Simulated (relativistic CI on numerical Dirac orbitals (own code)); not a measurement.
# Slater and spin-orbit integrals, Pm LII

Method of calculation: Dirac-Coulomb-Breit CI, orbitals from a KLI potential per configuration, QED by a radiative potential, unscaled Slater integrals (own radial code, finite nucleus).

Slater integrals F^k, G^k are unscaled and averaged over j, outside the closed core 1s2; ζ comes from projecting the Hamiltonian with its Breit term on Σ l·s of the shell.

- 2s2 2p5 3s: ζ(2p) = 3.0937e+06, G^1(2p,3s) = 117890 cm⁻¹; <r>(2p) = 0.08434, <r^2>(2p) = 0.008655, <r>(3s) = 0.2295, <r^2>(3s) = 0.06007 (bohr units).
- 2s2 2p5 3p: ζ(2p) = 3.0927e+06, F^2(2p,3p) = 309920, G^0(2p,3p) = 123050, G^2(2p,3p) = 135480, ζ(3p) = 836660 cm⁻¹; <r>(2p) = 0.08438, <r^2>(2p) = 0.008664, <r>(3p) = 0.2219, <r^2>(3p) = 0.05693 (bohr units).
- 2s2 2p5 3d: ζ(2p) = 3.0952e+06, F^2(2p,3d) = 409060, G^1(2p,3d) = 388850, G^3(2p,3d) = 225050, ζ(3d) = 118780 cm⁻¹; <r>(2p) = 0.08438, <r^2>(2p) = 0.008667, <r>(3d) = 0.194, <r^2>(3d) = 0.04328 (bohr units).

Averages of the first 10 configurations, taken without configuration mixing, which lowers the lowest level and can move excited configurations by several eV; other configurations of the list can lie among them:

```tsv
Configuration	Parity	States	Average energy above the lowest level (eV)
2s2 2p6	even	1	0.2
2s2 2p5 3s	odd	12	5695.0
2s2 2p5 3p	even	36	5910.6
2s2 2p5 3d	odd	60	6116.9
2s 2p6 3s	even	4	6448.7
2s 2p6 3p	odd	12	6660.2
2s 2p6 3d	even	20	6866.3
2s2 2p5 4s	odd	12	7788.4
2s2 2p5 4p	even	36	7877.1
2s2 2p5 4d	odd	60	7958.3
```
